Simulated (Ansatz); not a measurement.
Species: CH₂NO, charge 0, doublet. CH2NO (SMILES C([NH])=O, doublet).
B3LYP-D3(BJ)/def2-TZVP minimum from Ansatz (a quantum-chemistry and plane-wave program):
```
C
O 1 1.2023
N 1 1.3855 2 125.92
H 3 1.0255 1 111.59 2 -114.94
H 1 1.1150 2 122.69 3 174.83
```
Charge 0, spin multiplicity 2.

Total energies in hartree (Ansatz). Open shells are spin-unrestricted; no spin-orbit coupling. Correlated methods leave the cores frozen. No relativity. For partners of very few electrons the exact lower level stands in for a higher one.

```tsv
species	HF/cc-pVTZ	CCSD(T)/cc-pVTZ	HF/cc-pVQZ	CCSD(T)/cc-pVQZ	CCSD(T)/cc-pVDZ	CCSDT(Q)/cc-pVDZ
1: CH2NO (SMILES [NH]C=O, doublet)	-168.35381	-168.94918	-168.36661	-169.00023	-168.78260	-168.78487
2: N (quartet)	-54.40069	-54.51471	-54.40372	-54.52482	-54.47850	-54.47866
3: C (triplet)	-37.69157	-37.78076	-37.69331	-37.78654	-37.76038	-37.76071
4: O (triplet)	-74.81176	-74.97396	-74.81729	-74.99357	-74.90995	-74.91013
5: H (doublet)	-0.49981	-0.49981	-0.49995	-0.49995	-0.49928	-0.49928
```

Task: Work out the atomisation energy (electronic, to ground-state atoms) in kJ/mol: take Hartree-Fock from cc-pVQZ, extrapolate the CCSD(T) correlation energy as X^-3 (X = 3, 4), and add CCSDT(Q) - CCSD(T) in cc-pVDZ. 1 hartree = 2625.5 kJ/mol.

Result: 
Species 1: correlation (64·(-0.63362) - 27·(-0.59537))/37 = -0.66153; step -0.00227; E1 = -168.36661 + (-0.66153) + (-0.00227) = -169.03041
Species 2: correlation (64·(-0.12110) - 27·(-0.11402))/37 = -0.12627; step -0.00016; E2 = -54.40372 + (-0.12627) + (-0.00016) = -54.53015
Species 3: correlation (64·(-0.09323) - 27·(-0.08919))/37 = -0.09618; step -0.00033; E3 = -37.69331 + (-0.09618) + (-0.00033) = -37.78982
Species 4: correlation (64·(-0.17628) - 27·(-0.16220))/37 = -0.18655; step -0.00018; E4 = -74.81729 + (-0.18655) + (-0.00018) = -75.00402
Species 5: correlation (64·(0.00000) - 27·(0.00000))/37 = 0.00000; step +0.00000; E5 = -0.49995 + (0.00000) + (+0.00000) = -0.49995
-1·E1 +1·E2 +1·E3 +1·E4 +2·E5 = 0.70652 hartree = 1855.0 kJ/mol.
